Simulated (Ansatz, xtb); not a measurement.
## C2H5BClF (SMILES BC(F)CCl): methods side by side

The species is C2H5BClF (10 atoms), meant as a singlet with charge 0. SMILES: `BC(F)CCl`. The coordinates come from a PBE0-D4/def2-TZVP relaxation. This is one conformer, not always the lowest.

Quantity: the electronic atomisation energy, in eV. The values are calculated. Electronic energies at fixed atoms, without zero-point motion or spin-orbit coupling.

```tsv
level	kind	program	value (eV)	less CCSD(T)/def2-SVP	CPU time (all runs)
GFN1-xTB	semi-empirical	xtb	49.68	+13.99	under 2 s
SVWN5/def2-SVP	LDA	Ansatz	43.61	+7.92	6.1 s
PBE/def2-SVP	GGA	Ansatz	38.58	+2.89	8.5 s
BHLYP/def2-SVP	global hybrid	Ansatz	36.56	+0.87	11 s
wB97M-V/def2-SVP	range-separated hybrid	Ansatz	38.27	+2.58	90 s
wB97X/def2-SVP	range-separated hybrid	Ansatz	37.81	+2.12	35 s
B2PLYP/def2-SVP	double hybrid	Ansatz	37.02	+1.33	14 s
RPA@PBE/def2-SVP	RPA	Ansatz	33.94	-1.75	15 s
MP2/def2-SVP	perturbation theory	Ansatz	36.28	+0.59	3.6 s
CCSD(T)/def2-SVP	coupled cluster or CI	Ansatz	35.69	0.00	33 s
```

CCSD(T)/def2-SVP is the highest level here, not the true value. The values span 33.94 to 49.68 eV. GFN1-xTB: no spin polarisation, so open shells miss the exchange term that lowers them. Times are those of the runs behind each value, whatever else they computed, on shared processors of several kinds: orders of magnitude only.
